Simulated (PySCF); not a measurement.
CH₇ClGeSi.

```xyz
11

Si     1.2413    -1.1474     0.3716
Cl     2.0445     0.7381     0.7791
C     -0.1697    -0.9623    -0.8397
Ge    -1.5052     0.4170    -0.3574
H      0.7590    -1.7192     1.6574
H      2.3395    -1.9926    -0.1715
H     -0.6882    -1.9338    -0.9175
H      0.2246    -0.7204    -1.8401
H     -0.9615     1.8176    -0.6874
H     -1.8223     0.3267     1.1495
H     -2.8001     0.1676    -1.1598
```
Charge 0, spin multiplicity 1.

Geometry optimised at B3LYP-D3(BJ)/def2-SVP. The structure was generated by enumeration, and PubChem lists no compound with its InChIKey, so it may never have been made. One conformer was computed; it need not be the lowest.

Calculation: HF/pcSseg-1 (PySCF). Non-relativistic, no solvent.

Problem. Give the absolute GIAO shielding of each atom: isotropic value and principal components (ppm). (Estimate from the structure and the level; the computed values follow.)

Solution. 
```
atom  σ(iso)     σ11     σ22     σ33   span
----  ------  ------  ------  ------  -----
Si1    399.4   355.9   404.1   438.3   82.4
Cl2   1027.8   990.5  1026.1  1066.7   76.2
C3     200.7   189.7   199.1   213.2   23.5
Ge4   1689.6  1647.3  1657.3  1764.2  116.9
H5      27.1    23.3    25.2    32.8    9.5
H6      26.9    22.4    25.1    33.1   10.7
H7      32.1    25.8    28.8    41.7   15.9
H8      31.6    26.6    28.4    39.9   13.3
H9      27.7    21.0    24.1    38.1   17.2
H10     27.9    21.4    23.9    38.4   17.1
H11     27.8    21.3    22.6    39.7   18.4
```
